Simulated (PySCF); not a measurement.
C2H7BO2Si, SMILES OB(O)/C=C/[SiH3]. Atoms are numbered in the order given.

```xyz
13

Si     2.6188    -0.2002     0.4251
C      0.7510    -0.3260     0.4629
C     -0.0785     0.3006    -0.3913
B     -1.6475     0.1977    -0.3582
O     -2.3352    -0.5704     0.5347
O     -2.3491     0.9159    -1.2719
H      3.1355     0.3493     1.7175
H      3.0287     0.6960    -0.6968
H      3.2331    -1.5514     0.2349
H      0.3153    -0.9634     1.2505
H      0.3627     0.9356    -1.1716
H     -1.7631    -1.0489     1.1415
H     -3.2988     0.7866    -1.1693
```

Geometry optimised at PBE0-D3(BJ)/def2-SVP. The structure was generated by enumeration; whether it is a known compound was not checked. Other conformers were not sampled.

These are PySCF with PBE0/def2-TZVP values and carry that method's errors.

Isolated molecule, no solvent.

### Question
Estimate the frontier levels, gap, dipole moment and polarisability. (The exact figures need the calculation; the answer reports its results.)

### Answer

| Item | Value |
|---|---|
| highest occupied level | -8.10 eV |
| lowest empty level | -1.29 eV |
| orbital gap | 6.81 eV |
| dipole moment | 1.31 D |
| quadrupole, principal values (traceless, Buckingham form, about the centre of nuclear charge) | -2.56, 1.15, 1.41 D·Å |
| mean static polarisability | 73.9 bohr³ (10.94 Å³) |
| polarisability, principal values | 52.7, 67.5, 101.4 bohr³ |
